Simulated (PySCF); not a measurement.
BiI3, SMILES [I][Bi]([I])[I]. Atoms are numbered in the order given.

```xyz
4

Bi     0.0000     0.0000     0.8612
I      2.1887     1.2637    -0.4496
I     -2.1887     1.2637    -0.4496
I      0.0000    -2.5273    -0.4496
```

Coordinates come from a B3LYP-D3(BJ)/def2-SVP optimisation. The isomer is the one that the SMILES or the coordinates give; other isomers of the formula were not compared. The def2 effective core potentials stand for the cores of Bi, I; spin–orbit coupling is left out.

These are PBE/def2-TZVP run with PySCF values and carry that method's errors.

Symmetry labels are those of the subgroup Cs that the program uses (full group C3v).

Computed valence orbital energies around the gap with their symmetry:
```json
[
 {"orbital": "HOMO−7", "symmetry": "A'", "energy (eV)": "-8.69"},
 {"orbital": "HOMO−6", "symmetry": "A'", "energy (eV)": "-8.04"},
 {"orbital": "HOMO−5", "symmetry": "A'", "energy (eV)": "-6.91"},
 {"orbital": "HOMO−4", "symmetry": "A\"", "energy (eV)": "-6.91"},
 {"orbital": "HOMO−3", "symmetry": "A'", "energy (eV)": "-6.64"},
 {"orbital": "HOMO−2", "symmetry": "A\"", "energy (eV)": "-6.59"},
 {"orbital": "HOMO−1", "symmetry": "A'", "energy (eV)": "-6.59"},
 {"orbital": "HOMO", "symmetry": "A\"", "energy (eV)": "-6.48"},
 {"orbital": "LUMO", "symmetry": "A'", "energy (eV)": "-3.79"},
 {"orbital": "LUMO+1", "symmetry": "A'", "energy (eV)": "-3.15"},
 {"orbital": "LUMO+2", "symmetry": "A\"", "energy (eV)": "-3.15"},
 {"orbital": "LUMO+3", "symmetry": "A'", "energy (eV)": "1.68"}
]
```
